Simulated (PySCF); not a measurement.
Simulated absorption spectrum

Species: C6H8GaNO2.
Structure used (PBE0-D3(BJ)/def2-SVP), in Å, numbered top down from 1:
```
atom  x, y, z in Å
O1    -3.773   -0.998    0.102
C2    -3.715    0.078   -0.403
O3    -2.599    0.806   -0.636
C4    -1.327    0.427   -0.321
C5    -0.954   -0.772    0.291
C6     0.400   -0.974    0.529
N7     1.342   -0.087    0.203
Ga8    3.397   -0.513    0.544
C9     0.978    1.061   -0.378
C10   -0.344    1.360   -0.659
H11   -4.579    0.667   -0.767
H12   -1.687   -1.523    0.573
H13    0.750   -1.891    1.011
H14    3.744   -1.275   -0.800
H15    3.911    0.980    0.682
H16    3.239   -1.390    1.854
H17    1.785    1.760   -0.615
H18   -0.625    2.301   -1.132
```

Computed, not measured: TDDFT B3LYP/def2-SVPD, vertical, gas phase, core orbitals frozen in the response (PySCF 2.14.0, density-fitted response routines). The B3LYP/def2-SVPD calculation is non-relativistic and has no spin–orbit coupling, an omission that weighs most on gallium.

Computed states:

```tsv
state	E (eV)	f
S1	3.93	0.056
S2	4.04	0.0005
S3	4.48	0.0002
S4	4.65	0.0030
S5	5.20	0.0000
S6	5.38	0.024
S7	5.45	0.0027
S8	5.57	0.0030
S9	5.61	0.0003
S10	5.81	0.204
```

Broadening: Gaussians 0.4 eV wide at half height, area fixed by f = 4.319×10⁻⁹ ∫ε dν̃. The width is an assumption, not a result. The curve ends short of the highest state used, and states not computed would add to its high-energy end.

Question: Give the broadened spectrum and its maxima.

Answer: 
(λ (nm), ε (L mol⁻¹ cm⁻¹)): (237.8, 1130), (243.6, 408), (249.5, 125), (255.3, 112), (261.1, 176), (267.0, 210), (272.8, 185), (278.6, 152), (284.5, 228), (290.3, 561), (296.1, 1267), (302.0, 2294), (307.8, 3264), (313.6, 3774), (319.4, 3621), (325.3, 2924), (331.1, 2038), (336.9, 1242), (342.8, 664), (348.6, 322), (354.4, 142), (360.3, 56), (366.1, 21), (371.9, 7)

Maxima: 315 nm (3.93 eV), ε about 3800, made up of S1 (99%); 267 nm (4.64 eV), ε about 210, made up of S4 (95%) (ε in L mol⁻¹ cm⁻¹; maxima over ε = 5, shares over 10%). At its high-energy end, 5.21 eV, the curve is still rising (ε about 1100, from S6).

Question: What would ε be at 3.93 eV, the highest of these maxima, with half the width (0.2 eV)?

Answer: About 7560 L mol⁻¹ cm⁻¹ against 3800, a factor of about 1.99; a lone state at its own centre would give exactly 2.

Question: Coming from long wavelengths, where does ε first pass 100 L mol⁻¹ cm⁻¹?

Answer: At about 357 nm (3.48 eV), 0.46 eV below S1.

Question: On this curve, what absorbance would a 10⁻³ mol/L sample give at 365 nm over a 1 cm path?

Answer: 365 nm is 3.397 eV, where ε is about 26 L mol⁻¹ cm⁻¹, so A = ε c l ≈ 0.026 (Beer–Lambert, with the gas-phase spectrum and the assumed width).

The vertical ionisation energy (ΔSCF) is 9.21 eV, 3.40 eV above S10.

One conformer stands for the species.
